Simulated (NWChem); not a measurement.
System: SeI$_{2}$; SMILES I[Se]I

All runs: NWChem. Medium grid unless said otherwise, to which SCAN and Minnesota functionals are sensitive. The geometry was optimised at PBE0/def2-SVP. def2 effective core potentials on I; no spin-orbit coupling. Hybrids' shares of exact exchange are those that their runs print; pure functionals count as 0. The functionals differ in more than this share.

```
row              share of exact exchange  orbital gap (eV)
---------------  -----------------------  ----------------
PBE/def2-SVP                        0.00              1.34
OLYP/def2-SVP                       0.00              1.41
TPSSh/def2-SVP                      0.10              2.22
B3LYP/def2-SVP                      0.20              2.79
B97-2/def2-SVP                      0.21              2.93
M06-2X/def2-SVP                     0.54          withheld
```

Fit a straight line of the last column on the one before it, predict the withheld value, and compare with the run.


1. Means of the 5 shown rows: x = 0.102, y = 2.138. Slope Σ(x − x̄)(y − ȳ)/Σ(x − x̄)² = 0.3049/0.04208 = 7.246; intercept 1.399.
2. The shown rows scatter about the line by 0.057 (root mean square); the largest residual is +0.10, at TPSSh/def2-SVP.
3. At x = 0.54 (M06-2X/def2-SVP; beyond the shown range) the line gives 5.31.
4. The run gives 5.07, -0.24 from the line, 4.2 times the scatter.
